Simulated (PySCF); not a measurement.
**`InChI=1S/C2H8FSSi2/c1-4-5-2-6(4)3/h6H,2,5H2,1H3/q+1/t4-,6-/m0/s1`, charge +1**

Cartesian coordinates in Å; atom numbers follow the order of the lines, from 1:
```xyz
14

C     2.1689    0.1587    0.0526
S     0.7912   -0.8126    0.7395
Si   -0.8433    0.7402    1.2761
C    -1.8700    0.0680   -0.2084
Si   -0.6134   -1.0966   -1.0440
F     0.1506   -0.3017   -2.1980
H     1.8052    0.9136   -0.6357
H     2.6942    0.6128    0.8868
H     2.8282   -0.5336   -0.4616
H    -1.2463    0.3366    2.6107
H    -0.1778    2.0203    1.0763
H    -2.2317    0.8470   -0.8830
H    -2.7639   -0.4582    0.1295
H    -0.6925   -2.4950   -1.3631
```

Total charge +1.

Theory: TDDFT CAM-B3LYP/def2-SVPD circular dichroism and optical rotation, one conformer, gas phase in PySCF 2.14.0. Geometry: GFN2-xTB.

Stereocentres: S2 S, Si5 S.

Question: Give the optical rotatory dispersion at 633, 589.3, 546, 436, 405, 365, 355 nm.

Answer: [α] in deg dm⁻¹ (g/mL)⁻¹:
| λ (nm) | origin-invariant length gauge | modified velocity gauge | length gauge (centre of mass) | isotropic polarisability (au) |
| --- | --- | --- | --- | --- |
| 633 | +21.0 | +29.0 | +20.4 | 86.7 |
| 589.3 | +25.2 | +34.6 | +24.6 | 87.1 |
| 546 | +30.9 | +42.1 | +30.1 | 87.5 |
| 436 | +59.4 | +79.1 | +58.2 | 89.2 |
| 405 | +75.5 | +99.5 | +74.0 | 89.9 |
| 365 | +109.0 | +141.4 | +107.1 | 91.3 |
| 355 | +121.1 | +156.4 | +119.0 | 91.7 |

Question: And for the mirror image at 589.3 nm?

Answer: -25.2 deg dm⁻¹ (g/mL)⁻¹ (origin-invariant length gauge): the same size and the opposite sign.

Question: What is the molar rotation [Φ] = [α]·M/100 of the geometry above at 589.3 nm?

Answer: With M = 139.31 g/mol, +35.1 deg cm² dmol⁻¹ (origin-invariant length gauge).

The first excitation lies at 6.27 eV (198 nm) with R = +13.9 × 10⁻⁴⁰ esu² cm² (velocity form).
